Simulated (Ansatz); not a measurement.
Gas-phase electronic energies from Ansatz, PBE0-D4/def2-TZVP geometries. CCSD(T)/CBS adds triple-zeta CCSD(T) − MP2 to the extrapolated MP2 energy (def2 sets, frozen cores). DFT in def2-TZVPP. B3LYP here is the variant with VWN-RPA as its local correlation; programs differ in this. One conformer a species, not always the lowest.

Reaction (formal exchange of groups at a C–S bond): `CSSCF` + `C[SiH2]Cl` → `FCC[SiH2]Cl` + `CSS`

`CSSCF`:

Cartesian coordinates in Å:
```
C -0.682 1.704 -0.180
S -1.557 0.160 0.148
S -0.483 -1.207 -0.904
C 0.824 -1.651 0.236
F 1.813 -0.698 0.313
H 0.321 1.679 0.241
H -0.642 1.900 -1.251
H -1.266 2.488 0.308
H 0.409 -1.796 1.235
H 1.263 -2.579 -0.145
```

`C[SiH2]Cl`:

Cartesian coordinates in Å:
```
C -0.949 -0.321 0.135
Si 0.831 0.189 -0.005
Cl 1.050 1.516 -1.568
H -1.071 -1.027 0.962
H -1.287 -0.804 -0.783
H -1.586 0.545 0.325
H 1.710 -0.972 -0.289
H 1.300 0.875 1.223
```

`FCC[SiH2]Cl`:

Z-matrix (Å, degrees):
```
C
C 1 1.510
F 1 1.386 2 109.9
H 1 1.094 2 111.3 3 119.1
H 1 1.094 2 111.7 3 -119.0
Si 2 1.873 1 114.7 3 -56.3
H 2 1.096 1 110.2 3 65.9
H 2 1.095 1 108.9 3 -177.3
Cl 6 2.062 2 108.7 1 -55.8
H 6 1.483 2 109.6 1 -173.2
H 6 1.479 2 113.0 1 63.8
```

`CSS`:

Cartesian coordinates in Å:
```
C 0.158 -0.381 0.878
S 0.061 -0.871 -0.854
S 0.270 0.897 -1.843
H -0.696 0.233 1.161
H 1.089 0.148 1.078
H 0.140 -1.310 1.454
H -1.022 1.283 -1.874
```

(1) Is it downhill or uphill in electronic energy at CCSD(T)/CBS, and by how much? (An estimate is asked.)

(2) What do these levels give: PBE-D4, PBE0-D4, ωB97M-V, r2SCAN, PBE0, B3LYP, HF/def2-TZVPP, MP2/def2-TZVPP, CCSD/def2-TZVPP, CCSD(T)/def2-TZVPP, MP2/def2-QZVPP, SCS-MP2/def2-QZVPP? (Best estimate.)

Largest T1 diagnostic among the species: 0.012.

Answers

(1) Computed: Uphill: ΔE = +2.4 kcal/mol.

(2) Computed: PBE-D4 4.4, PBE0-D4 3.2, ωB97M-V 2.6, r2SCAN 4.0, PBE0 3.2, B3LYP 3.2, HF/def2-TZVPP 0.6, MP2/def2-TZVPP 2.7, CCSD/def2-TZVPP 1.2, CCSD(T)/def2-TZVPP 1.8, MP2/def2-QZVPP 3.1, SCS-MP2/def2-QZVPP 2.4 kcal/mol.

In def2-TZVPP, CCSD(T) changes the Hartree–Fock value by +1.3 kcal/mol (the triples alone add +0.7 kcal/mol) and MP2 by +2.2 kcal/mol. From PBE to PBE0 (25 % exact exchange), in def2-TZVPP and without D4, ΔE moves by −1.2 kcal/mol.
